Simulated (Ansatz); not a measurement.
Coupled-cluster diagnostics for HfZrO₄, Ansatz.

Geometry of the singlet (PBE0-D4/def2-SVP):

Cartesian coordinates in Å:
```
Hf -0.026 -0.504 1.918
Zr 0.233 -0.123 -1.071
O 0.904 1.045 -2.185
O -1.470 -0.531 0.399
O -0.916 0.830 0.385
O 1.276 -0.717 0.554
```

In the def2 sets Hf, Zr take a core potential; there is no spin–orbit coupling. Correlated methods freeze 4 core orbitals; core or outer-core shells of Hf, Zr are correlated, in sets that lack core-valence functions. The structure holds one bond between oxygen atoms, so isomers without such links may lie far lower. Another isomer (singlet) lies 4.61 eV lower at PBE0-D4/def2-TZVP; other spin states weren't run for this one.

(1) Estimate the CCSD(T) correlation energy, the shares of MP2 and (T), T1 and the reference's ⟨S²⟩ for: charge 0, singlet, own geometry in def2-TZVP; and the rough time on 4 threads of Arm Neoverse V1 on a shared host.

Results:

(1) 
| state | basis | correlation (eV) | MP2 share (%) | (T) share (%) | T1 | ⟨S²⟩ (pure) | wall time | remarks |
| --- | --- | --- | --- | --- | --- | --- | --- | --- |
| charge 0, singlet, own geometry | def2-TZVP | -43.397 | 97.8 | 5.0 | 0.024 | 0.00 (0.00) | 4.6 min | restricted SCF unstable |
Customary marks for T1 are 0.02 (closed shells), 0.045 (open shells) and about 0.05 (3d metals). T1 exceeds 0.02 in 1 of 1 rows and 0.045 in 0; the higher it lies, the less the single-reference result can be trusted.
